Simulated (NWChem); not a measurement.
Program: NWChem. System: H2Sn, charge 0, spin multiplicity 1, at a geometry optimised with PBE0/def2-SVP with def2 effective core potentials on Sn. The structure started from a generated list of species. Level: TD-PBE/def2-SVPD with def2 effective core potentials on Sn.

NWChem printed:

```
             Northwest Computational Chemistry Package (NWChem) 7.3.0
             --------------------------------------------------------

                                NWChem Input Module
                                -------------------

 Scaling coordinates for geometry "geometry" by  1.889725989
 (inverse scale =  0.529177249)

 Turning off AUTOSYM since
 SYMMETRY directive was detected!

                             Geometry "geometry" -> ""
                             -------------------------

 Output coordinates in angstroms (scale by  1.889725989 to convert to a.u.)

  No.       Tag          Charge          X              Y              Z
 ---- ---------------- ---------- -------------- -------------- --------------
    1 Sn                  50.0000     0.00000000     0.00000000    -0.04835700
    2 H                    1.0000     1.26220400     0.00000000     1.20891300
    3 H                    1.0000    -1.26220400     0.00000000     1.20891300

 Effective nuclear repulsion energy (a.u.)      29.9129753680

            Nuclear Dipole moment (a.u.)
            ----------------------------
        X                 Y               Z
 ---------------- ---------------- ----------------
     0.0000000000     0.0000000000    -0.0000453534

      Symmetry information
      --------------------

 Group name             C2v
 Group number             16
 Group order               4
 No. of unique centers     2

      Symmetry unique atoms

     1    2


 Summary of "ao basis" -> "" (spherical)
 ------------------------------------------------------------------------------
       Tag                 Description            Shells   Functions and Types
 ---------------- ------------------------------  ------  ---------------------
 *                         def2-svpd                  on all atoms

 Summary of "ao basis" -> "ao basis" (spherical)
 ------------------------------------------------------------------------------
       Tag                 Description            Shells   Functions and Types
 ---------------- ------------------------------  ------  ---------------------
 Sn                        def2-svpd                12       32   5s4p3d
 H                         def2-svpd                 4        8   2s2p

 Summary of "ao basis" -> "ao basis" (spherical)
 ------------------------------------------------------------------------------
       Tag                 Description            Shells   Functions and Types
 ---------------- ------------------------------  ------  ---------------------
 Sn                        def2-svpd                12       32   5s4p3d
 H                         def2-svpd                 4        8   2s2p

      Symmetry analysis of basis
      --------------------------

        a1         21
        a2          5
        b1         13
        b2          9

            General Information
            -------------------
          SCF calculation type: DFT
          Wavefunction type:  closed shell.
          No. of atoms     :     3
          No. of electrons :    24
           Alpha electrons :    12
            Beta electrons :    12
          Charge           :     0
          Spin multiplicity:     1
          Use of symmetry is: off; symmetry adaption is: on
          Maximum number of iterations: 100
          AO basis - number of functions:    48
                     number of shells:    20
          Convergence on energy requested:  1.00D-06
          Convergence on density requested:  1.00D-05
          Convergence on gradient requested:  5.00D-04

              XC Information
              --------------
          PerdewBurkeErnzerhof Exchange Functional  1.000
            Perdew 1991 LDA Correlation Functional  1.000 local
           PerdewBurkeErnz. Correlation Functional  1.000 non-local

             Grid Information
             ----------------
          Grid used for XC integration:  medium
          Radial quadrature: Mura-Knowles
          Angular quadrature: Lebedev.
          Tag              B.-S. Rad. Rad. Pts. Rad. Cut. Ang. Pts.
          ---              ---------- --------- --------- ---------
          Sn                  1.45      123           8.0       590
[...]
            d_CD2 =  -0.9187 Angstrom
            d_CD3 =   3.4171 Angstrom
     Pearson C.C. =  -0.0108

     Occ.   11  b1  ---  Virt.   13  b2   1.00003 X
  ----------------------------------------------------------------------------
  Root   3 singlet a1             0.204811567 a.u.                5.5732 eV
  ----------------------------------------------------------------------------
     Transition Moments    X  0.00000   Y -0.00000   Z  1.21418
     Transition Moments   XX  1.03727  XY -0.00000  XZ -0.00000
     Transition Moments   YY -0.91866  YZ -0.00000  ZZ -0.67026
     Dipole Oscillator Strength                    0.2012930188
     Electric Quadrupole                           0.0000000519
     Magnetic Dipole                               0.0000000000
     Total Oscillator Strength                     0.2012930706

          sigma_e =   3.2124 Angstrom
          sigma_h =   1.7795 Angstrom
         |d_h->e| =   0.1805 Angstrom
            d_exc =   3.6609 Angstrom
            d_CD1 =   1.6134 Angstrom
            d_CD2 =  -2.3154 Angstrom
            d_CD3 =   3.8414 Angstrom
     Pearson C.C. =   0.0102

     Occ.   11  b1  ---  Virt.   14  b1  -0.13930 X
     Occ.   12  a1  ---  Virt.   15  a1   0.97868 X
     Occ.   12  a1  ---  Virt.   16  a1   0.13051 X
     Occ.   12  a1  ---  Virt.   17  a1  -0.06339 X
  ----------------------------------------------------------------------------
  Root   4 singlet b1             0.221991115 a.u.                6.0407 eV
  ----------------------------------------------------------------------------
     Transition Moments    X -0.94211   Y  0.00000   Z  0.00000
     Transition Moments   XX  0.00000  XY -0.00000  XZ  0.72469
     Transition Moments   YY  0.00000  YZ  0.00000  ZZ -0.00000
     Dipole Oscillator Strength                    0.1313547580
     Electric Quadrupole                           0.0000000306
     Magnetic Dipole                               0.0000019293
     Total Oscillator Strength                     0.1313567179

          sigma_e =   2.4502 Angstrom
          sigma_h =   1.7874 Angstrom
         |d_h->e| =   0.4060 Angstrom
            d_exc =   2.9982 Angstrom
            d_CD1 =   1.0688 Angstrom
            d_CD2 =  -1.7128 Angstrom
            d_CD3 =   3.4043 Angstrom
     Pearson C.C. =   0.0426

     Occ.   11  b1  ---  Virt.   15  a1  -0.30527 X
     Occ.   11  b1  ---  Virt.   16  a1   0.17296 X
     Occ.   11  b1  ---  Virt.   17  a1   0.08774 X
     Occ.   11  b1  ---  Virt.   22  a1   0.05022 X
     Occ.   12  a1  ---  Virt.   14  b1   0.92737 X
     Occ.   12  a1  ---  Virt.   14  b1  -0.05846 Y
     Occ.   12  a1  ---  Virt.   23  b1   0.07823 X
  ----------------------------------------------------------------------------
  Root   5 singlet a1             0.246729670 a.u.                6.7139 eV
  ----------------------------------------------------------------------------
     Transition Moments    X -0.00000   Y -0.00000   Z  0.12156
     Transition Moments   XX -0.86708  XY  0.00001  XZ -0.00000
     Transition Moments   YY -1.64346  YZ  0.00000  ZZ  2.01019
     Dipole Oscillator Strength                    0.0024304776
     Electric Quadrupole                           0.0000002963
     Magnetic Dipole                               0.0000000000
     Total Oscillator Strength                     0.0024307739

          sigma_e =   2.7205 Angstrom
          sigma_h =   1.7836 Angstrom
         |d_h->e| =   0.0123 Angstrom
            d_exc =   3.2705 Angstrom
            d_CD1 =   0.9492 Angstrom
            d_CD2 =  -2.2398 Angstrom
            d_CD3 =   3.2828 Angstrom
     Pearson C.C. =  -0.0117

     Occ.   11  b1  ---  Virt.   14  b1   0.39868 X
     Occ.   12  a1  ---  Virt.   15  a1  -0.06029 X
     Occ.   12  a1  ---  Virt.   16  a1   0.91208 X
  ----------------------------------------------------------------------------
  Root   6 singlet b1             0.259986536 a.u.                7.0746 eV
  ----------------------------------------------------------------------------
     Transition Moments    X -1.40816   Y  0.00000   Z  0.00000
     Transition Moments   XX  0.00000  XY -0.00000  XZ -1.43245
     Transition Moments   YY -0.00000  YZ  0.00000  ZZ -0.00000
     Dipole Oscillator Strength                    0.3436885788
     Electric Quadrupole                           0.0000001920
     Magnetic Dipole                               0.0000000266
     Total Oscillator Strength                     0.3436887974

          sigma_e =   3.3237 Angstrom
          sigma_h =   1.6761 Angstrom
         |d_h->e| =   0.9291 Angstrom
            d_exc =   3.8439 Angstrom
            d_CD1 =   2.5766 Angstrom
            d_CD2 =  -1.5709 Angstrom
            d_CD3 =   4.7730 Angstrom
     Pearson C.C. =  -0.0051

     Occ.   11  b1  ---  Virt.   15  a1   0.91506 X
     Occ.   11  b1  ---  Virt.   16  a1   0.30502 X
     Occ.   11  b1  ---  Virt.   17  a1   0.07511 X
     Occ.   11  b1  ---  Virt.   22  a1   0.08624 X
     Occ.   12  a1  ---  Virt.   14  b1   0.22888 X
     Occ.   12  a1  ---  Virt.   23  b1   0.07229 X
  ----------------------------------------------------------------------------
  Root   7 singlet a1             0.265079954 a.u.                7.2132 eV
  ----------------------------------------------------------------------------
     Transition Moments    X  0.00000   Y  0.00000   Z  0.05289
     Transition Moments   XX -0.12189  XY -0.00000  XZ  0.00000
     Transition Moments   YY  0.11387  YZ -0.00000  ZZ -1.22800
     Dipole Oscillator Strength                    0.0004943101
     Electric Quadrupole                           0.0000000509
     Magnetic Dipole                               0.0000000000
     Total Oscillator Strength                     0.0004943610

          sigma_e =   2.7613 Angstrom
          sigma_h =   1.7778 Angstrom
         |d_h->e| =   0.3355 Angstrom
            d_exc =   3.3964 Angstrom
            d_CD1 =   1.3190 Angstrom
            d_CD2 =  -1.9341 Angstrom
            d_CD3 =   3.7318 Angstrom
     Pearson C.C. =  -0.0649

     Occ.   11  b1  ---  Virt.   14  b1  -0.58862 X
     Occ.   11  b1  ---  Virt.   23  b1  -0.06372 X
     Occ.   12  a1  ---  Virt.   15  a1  -0.05893 X
     Occ.   12  a1  ---  Virt.   16  a1   0.21474 X
     Occ.   12  a1  ---  Virt.   17  a1   0.76900 X
     Occ.   12  a1  ---  Virt.   22  a1  -0.07763 X
  ----------------------------------------------------------------------------
  Root   8 singlet a2             0.268023340 a.u.                7.2933 eV
  ----------------------------------------------------------------------------
     Transition Moments    X -0.00000   Y -0.00000   Z  0.00000
     Transition Moments   XX -0.00000  XY  0.70681  XZ -0.00000
     Transition Moments   YY  0.00000  YZ  0.00000  ZZ  0.00000
     Dipole Oscillator Strength                    0.0000000000
     Electric Quadrupole                           0.0000000512
     Magnetic Dipole                               0.0000005098
     Total Oscillator Strength                     0.0000005610

          sigma_e =   2.8985 Angstrom
          sigma_h =   1.7773 Angstrom
         |d_h->e| =   0.0092 Angstrom
            d_exc =   3.3990 Angstrom
            d_CD1 =   1.1304 Angstrom
            d_CD2 =  -2.3287 Angstrom
            d_CD3 =   3.4082 Angstrom
     Pearson C.C. =   0.0007

     Occ.   12  a1  ---  Virt.   18  a2  -0.99958 X

              Target root =      1
          Target symmetry = none
      Ground state energy =   -215.440372496215
        Excitation energy =      0.084538565027
     Excited state energy =   -215.355833931188

  stored tddft:energy   -215.35583393118822

 Task  times  cpu:        8.6s     wall:        8.6s

 Total times  cpu:        8.6s     wall:        8.6s
```

**Question.** Write an NWChem input that would produce this output.

**Answer.** This is not unique; one that fits is 
```
start mol
memory heap 200 mb stack 900 mb global 1100 mb
geometry units angstroms nocenter noautoz
  Sn     0.000000     0.000000    -0.048357
  H      1.262204     0.000000     1.208913
  H     -1.262204     0.000000     1.208913
  symmetry group C2v
end
basis spherical
  * library def2-svpd
end
ecp
  Sn library def2-ecp
end
dft
  xc xpbe96 cpbe96
  semidirect memsize 60000000 filesize 0
  iterations 100
end
tddft
  rpa
  nroots 8
  notriplet
  thresh 1e-4
end
task tddft energy
```
